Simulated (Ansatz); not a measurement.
Ansatz (a first-principles code) input (B3LYP/6-31G*):

Ansatz 0.2 input:
```yaml
crystal:
  periodic: [false, false, false]
  atoms:
    - {symbol: F, position_ang: [-1.17865982, -0.01513497, -0.08785784]}
    - {symbol: B, position_ang: [0.15080412, 0.39075401, 0.22563746]}
    - {symbol: O, position_ang: [1.23173972, -0.22719441, -0.04218333]}
basis:
  gaussian:
    orbitals: 6-31G*
hamiltonian:
  xc: {name: B3LYP}
total_charge: -1
magnetization: {spin_polarized: true, initial_magnetization: 1}
phonons: {temperatures: {t_min: 298.15, t_max: 298.15, t_step: 100}}
```

Problem. Which harmonic wavenumbers does it give?

Solution. 531, 915, 1616 cm⁻¹ (unscaled; negative means imaginary).
